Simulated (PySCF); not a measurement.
This PySCF input asks for the NMR shieldings of SMILES C1C(SC(C)C)C1, C$_{6}$H$_{12}$S; the geometry comes from GFN2-xTB.

```python
import basis_set_exchange as bse
import numpy as np
from pyscf import gto, dft
from pyscf.prop import nmr

atoms = """
C    -1.729144   -0.964932   -0.971096
C    -1.155122    0.241604   -0.248027
C    -2.242289    1.105000    0.369668
S    -0.016305   -0.300238    1.101118
C     1.450577   -0.658106    0.129775
C     2.245967    0.481448   -0.429840
C     2.784470   -0.316994    0.715276
H    -2.291022   -1.584830   -0.275639
H    -0.937854   -1.567587   -1.411235
H    -2.396273   -0.640067   -1.767889
H    -0.539375    0.837269   -0.927470
H    -1.805441    1.953505    0.890841
H    -2.911640    1.474744   -0.404745
H    -2.821043    0.524144    1.084352
H     1.359189   -1.568782   -0.447646
H     1.903883    1.484901   -0.223700
H     2.690896    0.361037   -1.406859
H     2.796476    0.144535    1.690384
H     3.604245   -0.997398    0.540434
"""
names = dict.fromkeys(["C", "S", "H"], "pcSseg-1")
basis = {el: gto.basis.parse(bse.get_basis(n, elements=[el], fmt="nwchem")) for el, n in names.items()}
mol = gto.M(atom=atoms, basis=basis, charge=0, verbose=0)
mf = dft.RKS(mol, xc="PBE0")
mf.grids.level = 2
mf.grids.alignment = dft.numint.BLKSIZE   # the property module wants whole blocks of grid points
mf.conv_tol = 1e-9
mf.kernel()

calc = nmr.RKS(mf)   # GIAO
C = mf.mo_coeff
Co = C[:, mf.mo_occ > 0]
resp = mf.gen_response(singlet=True, hermi=2)
def vind(x):   # induced exchange potential for any number of trial vectors
    d = np.einsum("pi,xij,qj->xpq", C, 2 * x.reshape(-1, C.shape[1], Co.shape[1]), Co, optimize=True)
    return np.einsum("xpq,pi,qj->xij", resp(d - d.transpose(0, 2, 1)), C, Co, optimize=True).ravel()
mo1, _ = nmr.rhf.solve_mo1(calc, with_cphf=vind)
sigma = calc.kernel(mo1)
for i, s in enumerate(sigma):   # ppm
    w = np.linalg.eigvalsh((s + s.T) / 2)
    print("%2d %-2s iso %8.1f  s11 %8.1f  s22 %8.1f  s33 %8.1f" % (i, mol.atom_pure_symbol(i), w.mean(), *w))
```

Q: What are the results?

A: 
```
 0 C  iso    160.3  s11    139.8  s22    156.7  s33    184.5
 1 C  iso    140.0  s11    120.5  s22    135.5  s33    164.0
 2 C  iso    162.2  s11    141.2  s22    157.9  s33    187.6
 3 S  iso    401.0  s11    260.8  s22    348.6  s33    593.7
 4 C  iso    166.6  s11    127.2  s22    156.5  s33    216.0
 5 C  iso    175.8  s11    135.1  s22    177.3  s33    215.1
 6 C  iso    177.5  s11    148.0  s22    175.6  s33    208.9
 7 H  iso     30.5  s11     27.3  s22     28.4  s33     35.9
 8 H  iso     29.9  s11     24.8  s22     30.0  s33     35.0
 9 H  iso     30.4  s11     25.8  s22     27.5  s33     38.0
10 H  iso     29.0  s11     25.0  s22     29.7  s33     32.3
11 H  iso     30.3  s11     25.2  s22     29.0  s33     36.8
12 H  iso     30.4  s11     26.0  s22     27.4  s33     37.9
13 H  iso     30.7  s11     26.9  s22     28.7  s33     36.4
14 H  iso     29.5  s11     21.4  s22     28.6  s33     38.5
15 H  iso     31.3  s11     26.0  s22     28.9  s33     39.0
16 H  iso     30.9  s11     25.5  s22     26.0  s33     41.2
17 H  iso     31.0  s11     24.6  s22     29.1  s33     39.4
18 H  iso     30.9  s11     24.8  s22     26.2  s33     41.5
```

These numbers come from an equivalent density-fitted implementation of the same equations, which agrees with the script to about 0.01 ppm for H and up to a few tenths of a ppm for heavy atoms, so last digits may differ.

Q: Turn these shieldings into chemical shifts. References, each an isolated molecule treated in the same way: $^{13}$C (σref 186.93) and $^{1}$H (σref 31.72) against TMS; $^{33}$S (σref 503.73) vs CS2.

A: Averaging equivalent atoms: C 1: 46.9; C 0/2: 25.6; C 4: 20.3; C 5/6: 10.3; S 3: 103; H 10: 2.72; H 14: 2.21; H 7/8/9/11/12/13: 1.33; H 16/18: 0.84; H 15/17: 0.54 ppm. 

Size and cost of the density-fitted run: 186 basis functions, 24 s wall time on 1 thread of an x86-64 server CPU, shared host.
